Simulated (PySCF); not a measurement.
LDA on Se (selenium, neutral), [Ar] 3d10 4s2 4p3 4d1, high-spin 5D determinant (an excited configuration). All numbers are calculated (PySCF 2.14, the spin-free X2C one-electron Hamiltonian (Gaussian nucleus), in aug-cc-pVTZ-DK).

```
cycle= 1 E= -2425.9084076063  delta_E= -0.0133  |g|= 0.144  |ddm|= 0.504
cycle= 2 E= -2425.90960136819  delta_E= -0.00119  |g|= 0.106  |ddm|= 0.184
cycle= 3 E= -2425.91128661054  delta_E= -0.00169  |g|= 0.00645  |ddm|= 0.0759
cycle= 4 E= -2425.91130593795  delta_E= -1.93e-05  |g|= 0.000137  |ddm|= 0.0106
cycle= 5 E= -2425.91130595441  delta_E= -1.65e-08  |g|= 6.05e-06  |ddm|= 0.000404
cycle= 6 E= -2425.91130595442  delta_E= -1.55e-11  |g|= 2.64e-07  |ddm|= 1.14e-05
converged SCF energy = -2425.91130595442  <S^2> = 6.0003627  2S+1 = 5.0001451
```

Highest occupied orbital energy: 1.064 eV; ⟨L²⟩ = 6.00; populations by l: s 8.00, p 15.00, d 11.00, f 0.00.

Problem. Can this result be used?

Solution. Not for this state. The run converged. The outer electron is Rydberg-like, and this basis confines it to a smaller radius and binds it less than a complete one would. At LDA the highest occupied level has a positive energy, so only the finite basis holds that electron; for this excited configuration the basis is too tight for the outer shell.
